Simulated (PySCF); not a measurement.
Se(Et)(OMe) (C₃H₈OSe), SMILES CC[Se]OC.

Coordinates come from a TPSSh-D3(BJ)/def2-SVP optimisation. One conformer was computed; it need not be the lowest.

Calculation: PBE/def2-TZVP in PySCF.

Gas-phase values at a fixed geometry.

```json
{
 "total_energy": "-2595.34962 hartree",
 "highest_occupied_level": "-5.03 eV",
 "lowest_empty_level": "-1.83 eV",
 "orbital_gap": "3.20 eV",
 "dipole_moment": "1.60 D",
 "quadrupole, principal values (traceless, Buckingham form, about the centre of nuclear charge)": "-5.50, -0.87, 6.36 D·Å",
 "mean_static_polarisability": "71.6 bohr³ (10.60 Å³)",
 "polarisability_principal_values": "56.9, 72.8, 85.0 bohr³"
}
```
